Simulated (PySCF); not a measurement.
Below is a simulated gas-phase Cl 2p photoelectron spectrum of SiBr2Cl2 (`Cl[Si](Cl)(Br)Br`).

Every computed line was given a Gaussian of 0.4 eV full width at half maximum and an area set by the number of equivalent atoms (split 2:1 within a doublet); the highest printed point is 100. Computed, not measured: delta-SCF UKS SCAN, pcX-2 on the ionised atom, pcseg-1 elsewhere, spin-free X2C (PySCF).

binding energy (eV), intensity and a bar:
```
    206.2          1 
    206.3          3 #
    206.4         12 ####
    206.5         35 ###########
    206.6         71 #####################
    206.7        100 ##############################
    206.8        100 ##############################
    206.9         71 #####################
    207.0         35 ###########
    207.1         13 ####
    207.2          3 #
    207.3          1 
    207.4          0 
    207.5          0 
    207.6          0 
    207.7          0 
    207.8          0 
    207.9          1 
    208.0          3 #
    208.1         11 ###
    208.2         25 ########
    208.3         43 #############
    208.4         52 ################
    208.5         44 #############
    208.6         27 ########
    208.7         11 ###
    208.8          3 #
    208.9          1 
    209.0          0
```

Task: Count the maxima, the lines and the sites behind this envelope.

Result: The curve has 2 maxima (at 206.7 and 208.4 eV). Under it lie 2 lines from 1 inequivalent chlorine site, drawn as a 2p3/2, 2p1/2 pair.

Task: Decompose the envelope and assign each component. Bonds: Si1–Br2, Si1–Br3, Si1–Cl4, Si1–Cl5.

Result: 
| position (eV) | relative area | line | atoms | environment |
| --- | --- | --- | --- | --- |
| 206.75 | 1.33 | Cl 2p3/2 | Cl4/Cl5 | chlorine bonded to Si |
| 208.40 | 0.67 | Cl 2p1/2 | Cl4/Cl5 | chlorine bonded to Si |

Shake-up satellites, vibrational structure and lifetime widths aren't simulated. The first atom of each set that the bonding makes equivalent was ionised and stands for the set. 2p3/2 and 2p1/2 are the ΔSCF energy of one spin-free 2p hole plus the eigenvalues of a spin–orbit and ligand-field matrix of the shell. 2p1/2 minus 2p3/2 (ligand field included): Cl 1.65 eV. Isolated species at its PBE0-D3(BJ)/def2-SVP geometry, gas phase.
